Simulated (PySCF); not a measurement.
Ga(H)(SH)2 (GaH3S2), SMILES [SH][GaH][SH].

Geometry: PBE-D3(BJ)/def2-SVP. One conformer was computed; it need not be the lowest.

The numbers are results of CAM-B3LYP/def2-TZVPD run with PySCF, not measurements.

Gas-phase values at a fixed geometry.

Question: Estimate the frontier levels, gap, dipole moment and polarisability. (An estimate is asked for; the answer gives what the named calculation found.)

Answer: 
```
Quantity                                                                                                       Result
---------------------------------------------------------------------------------------------  ----------------------
highest occupied level                                                                                       -8.81 eV
lowest empty level                                                                                           -0.41 eV
orbital gap                                                                                                   8.39 eV
dipole moment                                                                                                  2.14 D
quadrupole, principal values (traceless, Buckingham form, about the centre of nuclear charge)  -0.95, -0.91, 1.86 D·Å
mean static polarisability                                                                      75.4 bohr³ (11.17 Å³)
polarisability, principal values                                                               57.8, 73.0, 95.4 bohr³
```
